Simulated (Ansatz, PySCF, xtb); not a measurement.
Dimer: H2O (SMILES O) (first 3 atoms) with HCl (SMILES Cl); geometry from B3LYP-D3(BJ)/def2-TZVP.
(charge 0, multiplicity 1):
```xyz
5

O      0.0409     0.3323     0.2529
H      0.7941     0.8483    -0.0558
H      0.1862    -0.5672    -0.0611
Cl    -0.3128     0.4730     3.3761
H     -0.2117     0.4340     2.0764
```

```json
[
 {"level": "GFN-FF", "interaction energy (kcal/mol)": "-4.21", "minus CCSD(T)/CBS(aug-cc-pV(T+d)Z, aug-cc-pV(Q+d)Z)": "1.49", "cost": "-"},
 {"level": "GFN1-xTB", "interaction energy (kcal/mol)": "-4.74", "minus CCSD(T)/CBS(aug-cc-pV(T+d)Z, aug-cc-pV(Q+d)Z)": "0.97", "cost": "-"},
 {"level": "BLYP/def2-TZVPPD", "interaction energy (kcal/mol)": "-4.60", "minus CCSD(T)/CBS(aug-cc-pV(T+d)Z, aug-cc-pV(Q+d)Z)": "1.10", "cost": "×1"},
 {"level": "revPBE-D3(BJ)/def2-TZVPPD", "interaction energy (kcal/mol)": "-5.47", "minus CCSD(T)/CBS(aug-cc-pV(T+d)Z, aug-cc-pV(Q+d)Z)": "0.23", "cost": "×1"},
 {"level": "B3LYP/6-31G* (no counterpoise)", "interaction energy (kcal/mol)": "-8.86", "minus CCSD(T)/CBS(aug-cc-pV(T+d)Z, aug-cc-pV(Q+d)Z)": "-3.15", "cost": "-"},
 {"level": "B3LYP-D3(BJ)/def2-TZVPPD", "interaction energy (kcal/mol)": "-6.00", "minus CCSD(T)/CBS(aug-cc-pV(T+d)Z, aug-cc-pV(Q+d)Z)": "-0.29", "cost": "×2"},
 {"level": "BHLYP/def2-TZVPPD", "interaction energy (kcal/mol)": "-5.45", "minus CCSD(T)/CBS(aug-cc-pV(T+d)Z, aug-cc-pV(Q+d)Z)": "0.26", "cost": "×2"},
 {"level": "BHLYP-D4/def2-TZVPPD", "interaction energy (kcal/mol)": "-6.04", "minus CCSD(T)/CBS(aug-cc-pV(T+d)Z, aug-cc-pV(Q+d)Z)": "-0.33", "cost": "×2"},
 {"level": "M06-2X/6-31G* (no counterpoise)", "interaction energy (kcal/mol)": "-8.90", "minus CCSD(T)/CBS(aug-cc-pV(T+d)Z, aug-cc-pV(Q+d)Z)": "-3.20", "cost": "-"},
 {"level": "CAM-B3LYP/def2-TZVPPD", "interaction energy (kcal/mol)": "-5.80", "minus CCSD(T)/CBS(aug-cc-pV(T+d)Z, aug-cc-pV(Q+d)Z)": "-0.10", "cost": "×2"},
 {"level": "B2PLYP-D3(BJ)/def2-TZVPPD", "interaction energy (kcal/mol)": "-5.71", "minus CCSD(T)/CBS(aug-cc-pV(T+d)Z, aug-cc-pV(Q+d)Z)": "0.00", "cost": "×3"},
 {"level": "SCS-MP2/aug-cc-pV(D+d)Z", "interaction energy (kcal/mol)": "-4.38", "minus CCSD(T)/CBS(aug-cc-pV(T+d)Z, aug-cc-pV(Q+d)Z)": "1.32", "cost": "-"},
 {"level": "CCSD/aug-cc-pV(T+d)Z", "interaction energy (kcal/mol)": "-4.77", "minus CCSD(T)/CBS(aug-cc-pV(T+d)Z, aug-cc-pV(Q+d)Z)": "0.94", "cost": "-"},
 {"level": "CCSD(T)/CBS(aug-cc-pV(T+d)Z, aug-cc-pV(Q+d)Z)", "interaction energy (kcal/mol)": "-5.71", "minus CCSD(T)/CBS(aug-cc-pV(T+d)Z, aug-cc-pV(Q+d)Z)": "0.00", "cost": "×2000*"}
]
```

 The comparison column counts from a level with limits of its own.

The rows run from -8.90 (M06-2X/6-31G* (no counterpoise)) to -4.21 kcal/mol (GFN-FF). The dispersion term adds -0.59 in BHLYP-D4. The 3 functionals in def2-TZVPPD without D3 or D4 span 1.20, from CAM-B3LYP to BLYP.

Monomers are frozen at their geometry in the pair; levels with a basis set take the counterpoise correction. Rows marked so take none.

Cores are frozen in the correlated methods. CBS: X⁻³ extrapolation of the correlation energy, Hartree–Fock from the larger set. Rows in 6-31G* carry no dispersion term and start afresh at each structure (6-31G* with six Cartesian d functions).

The values were computed with Ansatz (Gaussian orbitals); PySCF for 6-31G* rows, the dispersion terms; xtb for the GFN methods. Each number belongs to the level named beside it.

Costs are rough ratios of core time to PBE/def2-TZVPPD (about 2.4 s over the structures, on one shared machine); a dash marks a level with no comparable run of its own. A star marks coupled-cluster runs past 200 virtual orbitals, where the program's memory plan changes under this machine's limit, so their costs aren't comparable with smaller runs.

Ansatz is an electronic-structure program.
